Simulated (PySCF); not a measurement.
From one molecule to another.

First species: C3H11F2NSi2.
SMILES: `C[C@H]([SiH2]N[SiH3])C(F)F`

Second species: C₅H₁₀Cl₃NSi.
Structure used (GFN2-xTB), in Å, numbered top down from 1:
```xyz
20
C5H10Cl3NSi angstrom
C      2.2234   -1.3281   -0.0866
C      2.1725    0.0630    0.4388
C      1.1627    0.9150    0.2902
Si    -0.4735    0.5706   -0.5745
N     -1.6560   -0.3779    0.2248
C     -1.4783   -1.7701    0.5704
C     -1.3198    2.3140   -0.6676
Cl    -1.5696    2.9896    0.9544
Cl    -2.8904    2.2189   -1.4748
Cl    -0.2860    3.4242   -1.5808
H      3.1169   -1.4628   -0.6952
H      1.3467   -1.5562   -0.6840
H      2.2840   -2.0355    0.7407
H      3.0590    0.3676    0.9841
H      1.2782    1.8997    0.7292
H     -0.3650    0.1154   -1.9622
H     -2.3114    0.0817    0.8406
H     -0.9179   -1.9000    1.5011
H     -0.9315   -2.2647   -0.2280
H     -2.4492   -2.2538    0.6764
```

Levels: PBE0/pcSseg-1 for dipole moment, HOMO energy, LUMO energy and HOMO–LUMO gap; GFN2-xTB for rotational constant A and rotational constant C. Geometries: GFN2-xTB. Each structure is a single optimised conformer of the isolated species, non-relativistic unless stated. Electronic properties by PySCF.

The conformers computed, where there is a choice (atom-mapped SMILES and torsion angles):
- `[CH3:1][C@H:2]([SiH2:3][NH:4][SiH3:5])[CH:6]([F:7])[F:8]`: C1–C2–Si3–N4 66°, C2–Si3–N4–Si5 -175°, C1–C2–C6–F7 72°
- `[CH3:1]/[CH:2]=[CH:3]\[Si@@H:4]([NH:5][CH3:6])[C:7]([Cl:8])([Cl:9])[Cl:10]`: C2–C3–Si4–N5 76°, C3–Si4–N5–C6 -64°, C3–Si4–C7–Cl8 -60°

```tsv
property	column X	column Y
dipole moment	3.68 D	2.82 D
HOMO energy	-6.88 eV	-7.43 eV
LUMO energy	-0.57 eV	0.16 eV
HOMO–LUMO gap	6.31 eV	7.59 eV
rotational constant A	0.966 GHz	2.905 GHz
rotational constant C	0.424 GHz	0.566 GHz
```

Which column belongs to which species?

Column X is the second species and column Y the first. The first has 19 atoms and 82 electrons, the second 20 and 112.

How does each property change from the first species to the second?

dipole moment +0.86 D; HOMO energy +0.55 eV; LUMO energy -0.73 eV; HOMO–LUMO gap -1.28 eV; rotational constant A -1.939 GHz; rotational constant C -0.142 GHz.

On the first: A dipole of 2.82 D is allowed in C1, and pure rotational transitions are dipole-allowed. The dipole equals about 9.4 × 10⁻³⁰ C·m (1 D = 3.33564 × 10⁻³⁰ C·m).

On the second: The dipole matches unit charges of opposite sign 0.77 Å apart (1 e·Å = 4.8032 D).
